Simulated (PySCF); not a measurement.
GaH2O2, SMILES [OH][Ga][OH], multiplicity 2. Geometry: PBE-D3(BJ)/def2-TZVP. Other conformers were not sampled.

Computed equilibrium geometry at PBE-D3(BJ)/def2-TZVP (PySCF confirms it by a frequency run) as bond lengths and angles, and its point group (one conformer of several):
point group C2v.
Atoms: Ga1 O2 H3 O4 H5. Bonded distances (Å): Ga1–O2 1.824, Ga1–O4 1.824, O2–H3 0.973, O4–H5 0.973. Angles (°): O2–Ga1–O4 112.8, Ga1–O2–H3 111.9, Ga1–O4–H5 111.9.
Charge 0, spin multiplicity 2.
